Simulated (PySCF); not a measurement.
CH₄BBr, SMILES B(Br)C.

Geometry: PBE0-D3(BJ)/def2-TZVP.

The numbers are results of TDDFT-B3LYP/def2-SVPD in PySCF, not measurements.

Vertical excitations. Gas-phase values at a fixed geometry. State labels are in the subgroup Cs.

Computed excitation energies, oscillator strengths and character:
```tsv
state	symmetry	energy (eV)	λ (nm)	f	main pairs
S1	A"	4.84	256	0.000	HOMO→LUMO 100 %
S2	A'	6.41	193	0.130	HOMO−1→LUMO 95 %
S3	A"	6.64	187	0.002	HOMO−2→LUMO 99 %
S4	A'	7.11	174	0.060	HOMO→LUMO+1 95 %
S5	A"	7.13	174	0.000	HOMO−3→LUMO 99 %
S6	A'	7.57	164	0.025	HOMO→LUMO+2 92 %
S7	A"	8.01	155	0.066	HOMO−1→LUMO+1 96 %
S8	A'	8.10	153	0.018	HOMO→LUMO+3 97 %
S9	A"	8.32	149	0.002	HOMO→LUMO+4 99 %
S10	A"	8.44	147	0.001	HOMO−1→LUMO+2 92 %
T1	A"	4.59	270	0	HOMO→LUMO 98 %
T2	A'	5.31	233	0	HOMO−1→LUMO 99 %
T3	A"	6.12	203	0	HOMO−2→LUMO 97 %
T4	A"	6.65	186	0	HOMO−3→LUMO 97 %
```
Triplets are in the Tamm–Dancoff approximation, which puts them higher than full response would, so one can lie above its singlet here.
